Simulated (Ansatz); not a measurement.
`[F][InH][SeH]` + CH₃NH₂ → `C[NH][InH][F]` + H₂Se at 700 K and 1 bar (ligand exchange at the In–Se bond).

Isolated molecules relaxed with PBE0-D4/def2-TZVP in Ansatz; ΔE leaves out vibrations. CBS: MP2 limit from def2 TZ/QZ plus the TZ coupled-cluster correction, frozen cores. Elements past krypton have def2 core potentials. For In, Se outer-core shells are correlated without core-valence functions, which leaves a few kJ/mol of doubt a bond. Scalar relativity is left out up to krypton. One conformer a species, not always the lowest.

| species | CCSD(T)/CBS energy (Eh) | H − E (kJ/mol) | S (J/(mol·K)) |
| --- | --- | --- | --- |
| `[F][InH][SeH]` | -2691.57127 | 93.0 | 403.5 |
| CH₃NH₂ | -95.75281 | 207.6 | 296.6 |
| `C[NH][InH][F]` | -385.38945 | 230.2 | 448.9 |
| H₂Se | -2401.89790 | 61.1 | 251.1 |

H − E and S are ideal-gas, rigid-rotor, harmonic terms from PBE0-D4/def2-TZVP, for one conformer and one mirror image of each species. 1 Eh = 2625.50 kJ/mol, R = 8.31446 J/(mol·K).

**Question.** By hand: ΔE, ΔH, ΔS and ΔG.

**Answer.** ΔE = (-385.38945) + (-2401.89790) − (-2691.57127) − (-95.75281) = 0.03673 Eh = 96.4 kJ/mol. Δ(H − E) = 230.2 + 61.1 − 93.0 − 207.6 = -9.3, so ΔH = 87.1 kJ/mol. ΔS = 448.9 + 251.1 − 403.5 − 296.6 = -0.1 J/(mol·K). ΔG = 87.1 − 700 × (-0.1)/1000 = 87.2 kJ/mol.

**Question.** By hand: the equilibrium constant, and the temperature at which ΔG would vanish if ΔH and ΔS stayed fixed.

**Answer.** log₁₀ K = −ΔG/(RT ln 10) = -6.5. ΔH and −TΔS have one sign here, so there is no such temperature.

The number of gas molecules stays the same, so ΔS is small and ΔH decides. A doubt of 5 kJ/mol in ΔE shifts log₁₀ K by 0.4 here. Other conformers and mirror images would add mixing entropy, several J/(mol·K) or more a flexible species. These are equilibria of isolated gas molecules and say nothing of rates. Largest T1 diagnostic: 0.016 (customary marks: 0.02 for closed shells, 0.045 for open ones).

ΔS is within the doubt of such terms, so its sign, and with it that verdict, could turn.
